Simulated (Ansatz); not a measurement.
Consider the redistribution: `O[SiH2][TeH]` + `C[SiH](O)O` → `C[Te][SiH2]O` + `O[SiH2]O`.

Computed with Ansatz on PBE0-D4/def2-TZVP structures; ΔE is electronic, products minus reactants. CCSD(T)/CBS is the MP2 limit (def2-TZVPP, def2-QZVPP) plus CCSD(T) − MP2 in def2-TZVPP, frozen cores. DFT in def2-TZVPP. def2 core potentials past Kr. For Te outer-core shells are correlated without core-valence functions, which leaves a few kJ/mol of doubt a bond. One conformer a species, not always the lowest.

`O[SiH2][TeH]`:

Z-matrix (Å, degrees):
```
Si
Te 1 2.499
O 1 1.643 2 113.5
H 1 1.478 2 108.1 3 116.6
H 1 1.485 2 106.3 3 -123.7
H 2 1.657 1 91.0 3 97.5
H 3 0.959 1 117.4 2 -44.3
```

`C[SiH](O)O`:

Cartesian coordinates in Å:
```
C 0.383 -0.323 -1.260
Si -0.376 -0.139 0.419
O 0.857 -0.393 1.482
O -1.091 1.328 0.638
H 1.202 0.388 -1.400
H 0.791 -1.328 -1.389
H -0.359 -0.150 -2.043
H -1.485 -1.094 0.662
H 0.637 -0.399 2.414
H -0.559 2.109 0.478
```

`C[Te][SiH2]O`:

Cartesian coordinates in Å:
```
C -0.728 1.769 0.255
Te -1.060 0.028 1.474
Si 0.184 -1.476 -0.036
O 1.772 -1.029 -0.088
H -1.197 1.631 -0.716
H 0.341 1.934 0.154
H -1.188 2.607 0.774
H -0.369 -1.417 -1.418
H 0.005 -2.847 0.511
H 2.239 -1.201 -0.909
```

`O[SiH2]O`:

Z-matrix (Å, degrees):
```
Si
O 1 1.642
O 1 1.642 2 113.5
H 1 1.481 2 111.5 3 116.9
H 1 1.481 2 103.8 3 -121.2
H 2 0.958 1 117.7 3 -66.0
H 3 0.958 1 117.7 2 -66.0
```

```json
{"level": "ωB97X-V", "ΔE (eV)": "0.57"}
{"level": "ωB97M-V", "ΔE (eV)": "0.59"}
{"level": "MP2/def2-TZVPP", "ΔE (eV)": "0.50"}
{"level": "HF/def2-QZVPP", "ΔE (eV)": "0.56"}
```

Problem. What does CCSD(T)/CBS give? (An estimate is asked.)

Solution. The calculation gave: +0.51 eV. The listed levels differ from it by 0.06, 0.08, -0.01, 0.05 eV.

Largest T1 diagnostic among the species: 0.011.
